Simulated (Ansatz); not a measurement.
Reaction (redistribution): `[NH2][Sn][SH]` + `[NH2][GaH][CH2]F` → `[NH2][Sn][NH2]` + `F[CH2][GaH][SH]`

Isolated molecules relaxed with PBE0-D4/def2-TZVP in Ansatz; ΔE leaves out vibrations. CCSD(T)/CBS adds triple-zeta CCSD(T) − MP2 to the extrapolated MP2 energy (def2 sets, frozen cores). Functionals use def2-TZVPP. B3LYP here is the variant with VWN-RPA as its local correlation; programs differ in this. Elements past krypton have def2 core potentials. For Ga, Sn outer-core shells are correlated without core-valence functions, which leaves a few kJ/mol of doubt a bond. Scalar relativity is left out up to krypton. One conformer a species, not always the lowest.

(1) Is it downhill or uphill in electronic energy at CCSD(T)/CBS, and by how much? (Estimate.)

(2) What do these levels give: PBE0-D4, B3LYP, MP2/def2-TZVPP, CCSD/def2-TZVPP, HF/CBS(def2), CCSD/CBS(def2)? (An estimate is asked.)

Largest T1 diagnostic among the species: 0.016.

Results:

(1) Computed: Uphill: ΔE = +16.5 kJ/mol.

(2) The calculation gave: PBE0-D4 14.6, B3LYP 16.7, MP2/def2-TZVPP 14.3, CCSD/def2-TZVPP 13.8, HF/CBS(def2) 16.5, CCSD/CBS(def2) 16.8 kJ/mol.
